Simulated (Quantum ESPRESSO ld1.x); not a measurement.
Results of a calculation; reference values are marked as such.
Task: Valence configurations of Ru I (all share [Kr]). Code: ld1.x of Quantum ESPRESSO 7.5. Model: scalar-relativistic Kohn-Sham, LDA (Slater exchange, Perdew-Zunger correlation), spin-polarised, spherical densities, point nucleus; open shells are filled with parallel spins first. Order these by energy: 4d6 5s2; 4d4 5s1 5p3; 4d6 5s1 5p1; 4d7 5p1; 4d6.5 5s1.5; 4d7.5 5s0.5; 4d8; 4d5 5s1 5p2; 4d7 5s1; 4d7 5s0.5 5p0.5.

Result: From the lowest, in eV above it: 4d7 5s1 0.000; 4d6.5 5s1.5 0.362; 4d7.5 5s0.5 0.404; 4d8 0.890; 4d6 5s2 0.969; 4d7 5s0.5 5p0.5 1.854; 4d7 5p1 3.751; 4d6 5s1 5p1 3.815; 4d5 5s1 5p2 9.428; 4d4 5s1 5p3 21.277. NIST lists [Kr] 4d7 5s1 as the ground configuration; this level of theory agrees among the configurations tried. The energies are those of spherical high-spin densities, not of single terms.
